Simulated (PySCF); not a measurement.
SMILES C[CH2][SnH]([CH3])[CH2]C (GFN2-xTB optimised geometry):

```
20

Sn    -1.505     0.623     0.000
C     -2.254    -0.302     1.837
C     -2.361    -0.373    -1.777
C     -2.021    -1.847    -1.857
C      0.702     0.623     0.000
C      1.308     1.342     1.189
H     -2.039     2.244     0.000
H     -1.948     0.271     2.704
H     -1.861    -1.308     1.931
H     -3.337    -0.353     1.823
H     -3.440    -0.240    -1.740
H     -2.003     0.142    -2.666
H     -0.946    -2.000    -1.919
H     -2.395    -2.383    -0.988
H     -2.475    -2.288    -2.744
H      1.045     1.084    -0.925
H      1.034    -0.414    -0.013
H      0.995     2.383     1.214
H      1.008     0.876     2.123
H      2.395     1.314     1.128
```

Computed with PBE0/def2-SVP, def2 effective core potentials past Kr (PySCF).

**Question.** What are the frontier orbital energies and the dipole moment?

**Answer.** HOMO-2 -7.99 eV, HOMO-1 -7.47 eV, HOMO -7.14 eV, LUMO 1.00 eV, LUMO+1 1.38 eV; dipole moment 0.70 D.

On the same geometry PBE/def2-SVP, def2 effective core potentials past Kr (PySCF 2.14.0) gives HOMO-2 -6.74 eV, HOMO-1 -6.27 eV, HOMO -5.97 eV, LUMO 0.11 eV, LUMO+1 0.59 eV; dipole moment 0.72 D.
